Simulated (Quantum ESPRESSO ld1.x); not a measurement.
Q: These are the eigenvalues of the occupied orbitals of an atom or ion with whole-number occupations (eV). All-electron calculation, scalar-relativistic Kohn-Sham, LDA (Slater exchange, VWN5 correlation), spin-polarised, spherical densities, point nucleus. Program: ld1.x of Quantum ESPRESSO 7.5.

orbital  eigenvalue
1s         -75649.5
2s         -14689.0
2p         -13032.1
3s         -4758.80
3p         -4270.83
3d         -3740.02
4s         -2185.04
4p         -2003.72

Which element is it, and in what charge state? The configuration may be excited. Open shells, if any, are filled with parallel spins first.

A: Z = 76, osmium, charge +40: Os40+ in [Kr]. The list shows which subshells hold electrons but not how many an open one holds; the 1s level, -2780.1 hartree, gives Z - s = 74.6 by -(Z - s)^2/2, which with screening and relativity narrows Z to a few neighbours, and the depths of the outer levels then fix element, charge and occupations together.
